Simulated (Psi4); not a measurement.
C$_{2}$H$_{5}$BO (SMILES C=CBO), singlet, at a GFN2-xTB geometry. Base run: CCSD(T)/def2-SVP (Psi4 1.11).

Psi4 was given this input:
```
memory 2 GB

molecule mol {
0 1
  B    -0.148317    0.120806    0.780982
  H    -0.809846   -0.579447    1.449804
  C     0.097369   -0.178333   -0.737641
  C    -0.405947   -1.221715   -1.388603
  H     0.720811    0.508118   -1.307731
  H    -0.222576   -1.407411   -2.436706
  H    -1.031738   -1.941369   -0.885910
  O     0.376988    1.181654    1.396510
  H     0.920492    1.763134    0.861012
}

set basis def2-svp
set reference rhf
set freeze_core true

energy('ccsd(t)')
print_variables()
```

The base run was repeated with changes; each row names its change, and settings that it needs were set with it.

```json
[
 {"change": "base", "ΔE vs base (mEh)": "0.000", "MP2 correlation (Eh)": "-0.53284", "basis functions": "81", "core-seconds (rough)": "50"},
 {"change": "method = mp3", "ΔE vs base (mEh)": "[?]", "MP2 correlation (Eh)": "-0.53255", "basis functions": "81", "core-seconds (rough)": "5"},
 {"change": "method = mp2", "ΔE vs base (mEh)": "57.172", "MP2 correlation (Eh)": "-0.53255", "basis functions": "81", "core-seconds (rough)": "4"},
 {"change": "method = mp4", "ΔE vs base (mEh)": "1.317", "MP2 correlation (Eh)": "-0.53284", "basis functions": "81", "core-seconds (rough)": "20"},
 {"change": "method = qcisd(t)", "ΔE vs base (mEh)": "-0.466", "MP2 correlation (Eh)": "-0.53284", "basis functions": "81", "core-seconds (rough)": "30"},
 {"change": "method = ccsd", "ΔE vs base (mEh)": "[?]", "MP2 correlation (Eh)": "-0.53284", "basis functions": "81", "core-seconds (rough)": "20"},
 {"change": "method = dlpno-mp2", "ΔE vs base (mEh)": "57.255", "MP2 correlation (Eh)": "-0.53246", "basis functions": "81", "core-seconds (rough)": "4"},
 {"change": "method = fno-ccsd(t)", "ΔE vs base (mEh)": "0.000", "MP2 correlation (Eh)": "-0.53284", "basis functions": "81", "core-seconds (rough)": "20"}
]
```

Problem. What belongs in the gaps?

Solution. 
- method = mp3, ΔE vs base (mEh): 26.205
- method = ccsd, ΔE vs base (mEh): 17.441
